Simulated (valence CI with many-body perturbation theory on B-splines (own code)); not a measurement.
# I⁺: E2, M1, M2 decay

Computed by valence CI with perturbative core correlation (CI+MBPT): six valence electrons over a frozen Dirac-Fock core [Kr] 4d10, a basis of 9 s, 9 p, 8 d, 6 f, 3 g, 1 h functions for each j, with the one-electron correlation potential Σ1, the two-electron term Σ2, the three-electron term Σ3, Breit, model QED; selected CI, second order for the rest, scaled by the run's own slope (own B-spline code, finite nucleus).

Set against measurement, 22 paired levels are off by 201 cm⁻¹ on average, the worst by 434. These come from a selection out of the NIST Handbook of Basic Atomic Spectroscopic Data. Levels without a partner in it may be off by more. Among the levels kept, up to 1200 cm⁻¹ of a level comes from second order outside the variational space, and about a tenth of that is noise between levels of different J, which matters for small intervals.

Lines 1 to 17 of 17 in falling wavelength, among levels below 101987 cm⁻¹, chosen from the decays that carry over 1 % of a level's rate. Wavelengths and rates use the calculated energies, so an error of 200 cm⁻¹ moves a line at 2441 nm by 4.9 % and its rate by three times that or more. Electric multipoles are in the length gauge, E1 and E2 with the static RPA response of the core. Weak lines are less certain than strong ones. Lines between different terms over intervals too small for the method are left out, as are lines whose strength nearly cancels. The highest levels of a list are the least certain. Branching is blank where the lifetime is uncertain.

Names give the largest LS component (configuration and term), which can be under half, so a name can repeat, a term be missing and a line seem to break the LS rules; names also repeat where a configuration has a term twice. Letters in brackets count levels of one name in rising energy.

```
λ vac (nm)  λ from measured levels               Upper               Lower  Type   A (s⁻¹)  Branch %
      2441                    2422      5s²5p³5d ⁵D°_4  5s²5p³6s ⁵S°_2 [b]    E2  4.68e-03       1.9
      2076                    1999      5s²5p³5d ⁵D°_4  5s²5p³6s ⁵S°_2 [a]    E2  1.03e-02       4.3
      1569                          5s²5p³5d ³F°_4 [a]      5s²5p³5d ³D°_3    M1  5.50e-01       8.6
      1556                    1551         5s²5p⁴ ³P_0         5s²5p⁴ ³P_2    E2  1.94e-02     100.0
      1500                    1506         5s²5p⁴ ¹D_2         5s²5p⁴ ³P_1    M1  3.93e-01       4.0
      1419                    1411         5s²5p⁴ ³P_1         5s²5p⁴ ³P_2    M1  7.11e+00      99.7
     743.0                          5s²5p³5d ³F°_4 [a]      5s²5p³5d ⁵D°_4    M1  5.36e+00      84.0
     729.3                   728.5         5s²5p⁴ ¹D_2         5s²5p⁴ ³P_2    M1  9.21e+00      94.3
     729.3                   728.5         5s²5p⁴ ¹D_2         5s²5p⁴ ³P_2    E2  1.66e-01       1.7
     728.3                          5s²5p³5d ³F°_4 [a]      5s²5p³5d ⁵D°_3    M1  1.03e-01       1.6
     656.6                          5s²5p³5d ³F°_4 [b]      5s²5p³5d ⁵D°_4    M1  1.39e+00          
     645.1                          5s²5p³5d ³F°_4 [b]      5s²5p³5d ⁵D°_3    M1  8.24e-01          
     633.3                   634.0         5s²5p⁴ ¹S_0         5s²5p⁴ ¹D_2    E2  4.38e+00       4.5
     445.3                   446.1         5s²5p⁴ ¹S_0         5s²5p⁴ ³P_1    M1  9.18e+01      93.7
     338.9                   339.0         5s²5p⁴ ¹S_0         5s²5p⁴ ³P_2    E2  1.76e+00       1.8
     117.1                          5s²5p³5d ³F°_4 [a]         5s²5p⁴ ¹D_2    M2  2.40e-01       3.8
     116.7                   116.2      5s²5p³5d ⁵D°_4         5s²5p⁴ ³P_2    M2  2.26e-01      92.8
```
